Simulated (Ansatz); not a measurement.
A nudged elastic band was laid between two geometries of C2H5OSi (9 atoms, charge 1, multiplicity 1).

Computed with Ansatz, RKS BLYP-D4/def2-SVP.

* movable images: 7
* climbing image: yes
* spring: 5.0 eV/Å²
* optimiser: quadratic models (default)
* start path: through a guess of the saddle point
* force threshold: 0.05 eV/Å
* iteration limit: 60
* end points: relaxed

Initial state:

```xyz
9
Properties=species:S:1:pos:R:3
C -0.505 1.758 -1.068
C -0.170 0.533 -0.722
Si 0.897 -0.800 -0.281
O 0.361 -1.321 1.492
H 0.196 2.616 -1.038
H -1.534 1.976 -1.419
H 0.569 -2.093 -0.948
H 0.625 -0.808 2.289
H -0.438 -1.861 1.695
```

Final state:

```xyz
9
Properties=species:S:1:pos:R:3
C -0.509 1.755 -1.068
C -0.007 0.601 -0.684
Si 0.064 -1.147 -0.456
O 0.154 -1.406 1.448
H -1.553 1.888 -1.412
H 0.126 2.665 -1.063
H 1.387 -1.754 -0.775
H 0.974 -1.293 1.984
H -0.635 -1.309 2.027
```

**Question.** Which bonds break or form, and what moves?

**Answer.** No bond is made or broken. The dihedral H7–Si3–O4–H9 goes from -40 to -166°. The two ends are copies of one structure, up to a mirror image or an exchange of like atoms.

**Question.** Give the energies along the band, and the barrier.

**Answer.** The forces met the threshold. The highest image is number 4 of 0 to 8, 118.7 kJ/mol above the ends, which have the same energy within 2 meV. A vibrational analysis at the climbing image gives one clearly imaginary mode, 703i cm⁻¹: a first-order saddle point. Limits of this set-up: the dipole of an ion depends on the origin.

| image | path coordinate (Å) | energy (kJ/mol) | dihedral H7–Si3–O4–H9 (°) |
| --- | --- | --- | --- |
| 0 | 0.00 | 0.0 | -40 |
| 1 | 1.04 | 2.3 | -93 |
| 2 | 2.07 | 4.5 | -137 |
| 3 | 3.11 | 46.9 | -139 |
| 4 | 4.14 | 118.7 | -180 |
| 5 | 4.94 | 67.5 | 147 |
| 6 | 5.74 | 13.9 | 125 |
| 7 | 6.54 | 2.5 | 154 |
| 8 | 7.34 | 0.0 | -166 |

**Question.** What is the geometry of the highest image?

**Answer.** 
```xyz
9
Properties=species:S:1:pos:R:3:forces:R:3
C -0.596 1.745 -1.061 0.00 0.00 0.01
C -0.316 0.703 -0.235 0.00 0.01 -0.02
Si 0.615 -0.776 -0.392 0.00 0.00 0.01
O 0.226 -1.315 1.353 0.00 -0.01 0.00
H -0.247 1.871 -2.102 0.00 0.00 0.00
H -1.235 2.566 -0.676 0.00 0.00 0.00
H 1.438 -2.041 -0.589 0.00 0.00 0.00
H 0.470 -2.108 1.890 0.00 0.00 0.00
H -0.354 -0.644 1.812 0.00 0.01 0.00
```

**Question.** What are the harmonic wavenumbers there?

**Answer.** 703i, 178, 182, 281, 333, 478, 558, 577, 630, 653, 880, 967, 1007, 1368, 1399, 1554, 2027, 3007, 3094, 3356, 3541 cm⁻¹.

Run time: 100 s on 1 thread of AMD EPYC 9R45 96-Core Processor (Zen 5) (shared host), peak memory 0.13 GiB.
